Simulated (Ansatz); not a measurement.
Abridged output of a molecular run in Ansatz:

```
Functional definition: HF
2883 factors; integrals over basis functions are off by at most 1.2e-3 eV
mean field evaluation 1: about -26464.5267 eV, gradient 6.2e1 eV
mean field evaluation 2: about -26465.5145 eV, gradient 6.2e1 eV
mean field evaluation 4: about -26473.3969 eV, gradient 1.1e1 eV
mean field evaluation 8: about -26473.7688 eV, gradient 1.1e0 eV
mean field evaluation 16: about -26473.7736 eV, gradient 1.3e-6 eV
mean field -26473.77357525 eV, -972.8932343223 hartree, gradient 1.5e-6 eV, S^2 0.000000; 2 other end points of the search recorded, 0 dependent functions left out
15 core orbitals not correlated: weight in the atoms' cores, before any rotation towards them, 1.000 or more for the frozen orbitals, at most 0.000 for the correlated occupied ones
reference -26473.77357525 eV, -972.8932343223 hartree; 36, 36 occupied and 399, 399 virtual orbitals, 2883 factors
second order -71.07860051 eV of doubles, -0.00000000 eV of singles
cycle   1  -64.83117518 eV  change     6.2e0 eV  update   3.3e-1
cycle   2  -68.03798024 eV  change    -3.2e0 eV  update   1.5e-1
cycle   3  -68.63004980 eV  change   -5.9e-1 eV  update   3.9e-2
cycle   4  -68.56871716 eV  change    6.1e-2 eV  update   1.3e-2
cycle   5  -68.54707264 eV  change    2.2e-2 eV  update   4.9e-3
cycle   6  -68.54997360 eV  change   -2.9e-3 eV  update   1.8e-3
cycle   7  -68.54986731 eV  change    1.1e-4 eV  update   6.6e-4
cycle   8  -68.54874193 eV  change    1.1e-3 eV  update   2.3e-4
cycle   9  -68.54874271 eV  change   -7.8e-7 eV  update   1.1e-4
cycle  10  -68.54887917 eV  change   -1.4e-4 eV  update   4.0e-5
cycle  11  -68.54878760 eV  change    9.2e-5 eV  update   1.9e-5
cycle  12  -68.54879148 eV  change   -3.9e-6 eV  update   7.6e-6
perturbative correction -4.09027786 eV, -0.1503149389 hartree
Total energy: -26546.41264459 eV, -975.5626708841 hartree
```

Its atoms:

```xyz
15

O     0.9631    2.0240   -2.3231
C     0.5866    1.2048   -1.6244
W    -0.0892   -0.2675   -0.3664
P     0.3808    1.1880    1.5990
C    -0.7633   -1.7353    0.8975
O    -1.1388   -2.5551    1.5965
C     1.8105   -1.0295   -0.2367
O     2.8659   -1.4574   -0.1687
C    -1.9881    0.4981   -0.4894
O    -3.0440    0.9243   -0.5560
C    -0.4623   -1.4553   -1.9530
O    -0.6728   -2.1294   -2.8515
H    -0.6753    1.8491    2.2648
H     0.9931    0.6350    2.7455
H     1.2340    2.3061    1.4661
```

Which basis set was used?
A. cc-pV(Q+d)Z
B. def2-QZVPP
C. def2-TZVPP
D. def2-SVPD

C. It gives 450 functions.

Write the keys of the input that set method, charge and spin (a neutral closed shell needs none for the last two).


```yaml
correlation: {method: ccsd_t}
```
